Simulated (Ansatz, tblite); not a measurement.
Forces on Ba2Se3⁻ at its PBE-D4/def2-SVPD geometry. The state is a doublet with charge -1.

In the def2 sets Ba takes a core potential; there is no spin–orbit coupling. The xTB rows come from tblite. The structure comes from a short search, and lower isomers may exist.

GFN1-xTB (tblite), largest force 1.30 eV/Å:

```xyz
5
positions Å, forces eV/Å
Ba    0.582    0.894   -0.282    0.279    0.458   -0.141
Ba   -1.621   -2.519    0.790    0.373    0.571   -0.173
Se    2.197    3.481   -1.080   -0.667   -1.067    0.330
Se   -1.358   -1.059   -1.726    0.243    0.061    0.594
Se    0.199   -0.796    2.298   -0.227   -0.023   -0.610
```

GFN2-xTB (tblite), largest force 0.37 eV/Å:

```
Ba 0.103 0.175 -0.053
Ba 0.201 0.299 -0.092
Se -0.144 -0.237 0.072
Se 0.015 -0.101 0.279
Se -0.175 -0.136 -0.206
```

PBE-D4/def2-TZVPD (Ansatz), largest force 0.20 eV/Å:

```
Ba -0.064 -0.103 0.030
Ba 0.113 0.163 -0.044
Se -0.012 -0.020 0.006
Se 0.026 -0.009 0.112
Se -0.063 -0.031 -0.104
```
